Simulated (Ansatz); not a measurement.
Name a neutral molecule of B, C, N, Si and H with LUMO energy (B3LYP/def2-TZVPP) between -1.20 and -0.90 eV and LUMO energy (ωB97M-V/def2-TZVPP) between 1.10 and 1.40 eV (Ansatz, PBE0-D4/def2-TZVP geometry).

`C=NBC[SiH3]` (-1.14 eV, 1.26 eV); `C=NB(C)[SiH3]` (-1.19 eV, 1.14 eV); `BN[SiH2]C=C` (-0.95 eV, 1.32 eV); `C[SiH2]B1N[SiH2]1` (-0.93 eV, 1.21 eV). Other molecules can fit too; these were computed, each in one conformer that needn't be the lowest.

B3LYP here is the variant with VWN-RPA as its local correlation; programs differ in this.
